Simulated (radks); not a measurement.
Coherent X-ray form factor from a spherical all-electron density. Calculated with a radial shooting solver on a logarithmic mesh with Libxc functionals: non-relativistic Kohn-Sham, LDA (Slater exchange, Perdew-Wang correlation), spin-unpolarised, spherical densities, point nucleus.

| sin(theta)/lambda (1/angstrom) | f0 (electrons) |
|---|---|
| 0.05 | 41.948 |
| 0.1 | 41.791 |
| 0.15 | 41.532 |
| 0.2 | 41.174 |
| 0.25 | 40.722 |
| 0.3 | 40.180 |
| 0.4 | 38.853 |
| 0.5 | 37.255 |
| 0.6 | 35.452 |
| 0.8 | 31.517 |
| 1 | 27.574 |
| 1.25 | 23.205 |
| 1.5 | 19.760 |
| 2 | 15.285 |

The species is in the configuration that NIST lists as its ground one. Which atom or ion scatters so?

Answer. The bismuth ion Bi41+, [Kr] 4d6. Extrapolating in s^2 from the first two rows gives f0(0) = 42.0, near the electron count 42; among species with that count, the fall with angle is slower the higher Z, and the table is that of Z = 83; from so few rows the species is fixed only to a neighbour or two.
